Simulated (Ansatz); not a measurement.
Relaxation of CH7AlSiTe (11 atoms, charge 0, multiplicity 1), to a largest force component of 0.015 eV/Å in at most 40 steps.

Theory: Ansatz 0.2.0, RKS revPBE-D4/def2-mTZVP.

```xyz
11
Properties=species:S:1:pos:R:3:forces:R:3
C -0.966 2.007 0.837 -2.25 1.73 -1.04
Te 1.030 1.612 1.278 1.55 -0.27 0.36
Al 0.592 -0.911 0.767 0.32 0.59 0.78
Si 0.840 -1.692 -1.441 -2.23 -0.62 0.42
H -1.192 3.133 0.926 0.48 -1.34 0.08
H -1.236 1.770 -0.222 0.17 -0.07 0.58
H -1.650 1.494 1.522 -0.05 -0.02 -0.01
H 0.266 -1.892 1.957 -0.17 -0.23 0.31
H -0.203 -0.966 -2.229 0.02 0.07 -0.30
H 2.125 -1.468 -1.930 2.03 0.30 -0.96
H 0.460 -3.143 -1.444 0.13 -0.13 -0.23
```

Task: Where does it end, and by what steps?

Result: It converged. The force dipped under the threshold on the way, but the program's further checks kept it going. After 25 steps the energy has fallen by 0.807 eV; Te2 moved furthest, 1.56 Å.

```tsv
step	energy less start (eV)	largest force component (eV/Å)	accepted
0	0.0000	2.255	yes
1	-0.3492	0.828	yes
2	-0.4008	0.270	yes
3	-0.4110	0.117	yes
4	-0.4429	0.110	yes
5	-0.4777	0.160	yes
6	-0.5299	0.297	yes
7	-0.5885	0.340	yes
8	-0.6534	0.374	yes
9	-0.7163	0.323	yes
10	-0.7648	0.175	yes
11	-0.7936	0.127	yes
12	-0.7911	0.364	no
13	-0.8020	0.113	yes
14	-0.8044	0.037	yes
15	-0.8055	0.017	yes
16	-0.8057	0.006	yes
17	-0.8060	0.025	yes
18	-0.8061	0.035	yes
19	-0.8063	0.033	yes
20	-0.8066	0.038	yes
21	-0.8068	0.041	yes
22	-0.8068	0.057	yes
23	-0.8069	0.044	yes
24	-0.8070	0.019	yes
25	-0.8071	0.001	yes
```

```xyz
11
Properties=species:S:1:pos:R:3
C -1.033 1.932 0.538
Te -0.023 1.026 2.262
Al 0.921 -1.034 1.113
Si 0.560 -1.469 -1.286
H -0.645 2.948 0.418
H -0.832 1.339 -0.358
H -2.107 1.954 0.747
H 1.760 -2.006 2.072
H -0.271 -0.419 -1.968
H 1.870 -1.541 -2.023
H -0.136 -2.787 -1.496
```

Whether the end is a true minimum wasn't checked by a vibrational analysis.

Run time: 5.1 min on 2 threads of Intel(R) Xeon(R) Processor @ 2.50GHz (Skylake/Cascade Lake), with other jobs on the host, peak memory 0.19 GiB.
